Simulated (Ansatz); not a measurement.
Process, species as SMILES: C[Si-](Cl)N[SiH3] -> [CH2-][Si@H](Cl)N[SiH3]
Structures are relaxed separately at B3LYP-D3(BJ)/def2-TZVP in Ansatz (a program for electronic structure), one conformer each, not searched for the lowest. Frequencies are from Ansatz.

Property: isomerisation energy (enthalpy at 298 K, with B3LYP-D3(BJ) rigid-rotor harmonic-oscillator terms), in kJ/mol. Correlated levels leave the core frozen unless marked. Spin-orbit coupling is left out. Non-relativistic unless marked X2C. Anions need diffuse functions: aug- sets have them; def2-D sets add few; the other sets have none. CBS marks a two-point X^-3 extrapolation of the correlation energy; Hartree-Fock from the larger set.

```csv
level,program,isomerisation energy (kJ/mol),minus last row
HF/STO-3G,Ansatz,210.6,187.7
HF/cc-pVTZ,Ansatz,39.0,16.1
HF/aug-cc-pV(Q+d)Z,Ansatz,28.3,5.4
r2SCAN-D4/def2-TZVPD,Ansatz + dftd4,20.7,-2.2
B3LYP-D4/def2-TZVPD,Ansatz + dftd4,31.3,8.4
PBE0-D3(BJ)/def2-TZVPD,Ansatz + dftd3,29.5,6.6
PBE0-D4/def2-TZVP,Ansatz + dftd4,27.7,4.8
PBE0/def2-TZVP,Ansatz,27.7,4.8
BHLYP-D4/def2-TZVPD,Ansatz + dftd4,28.3,5.4
HSE06-D4/def2-TZVPD,Ansatz + dftd4,29.5,6.6
CAM-B3LYP-D4/def2-TZVPD,Ansatz + dftd4,27.9,5.0
LC-wPBE-D3(BJ)/def2-TZVPD,Ansatz + dftd3,22.6,-0.3
MP2/6-31G,Ansatz,111.4,88.5
MP2/aug-cc-pV(T+d)Z,Ansatz,21.1,-1.8
SCS-MP2/6-31G*,Ansatz,57.0,34.1
CCSD/6-31G,Ansatz,120.0,97.1
CCSD/aug-cc-pV(D+d)Z,Ansatz,37.9,15.0
CCSD(T)/6-31G,Ansatz,117.1,94.2
CCSD(T)/aug-cc-pV(T+d)Z,Ansatz,29.8,6.9
X2C-CCSD(T)/cc-pVTZ-DK,Ansatz,40.0,17.1
"CCSD(T)/CBS(aug-cc-pV(T+d)Z,aug-cc-pV(Q+d)Z)",Ansatz,22.9,0.0
```
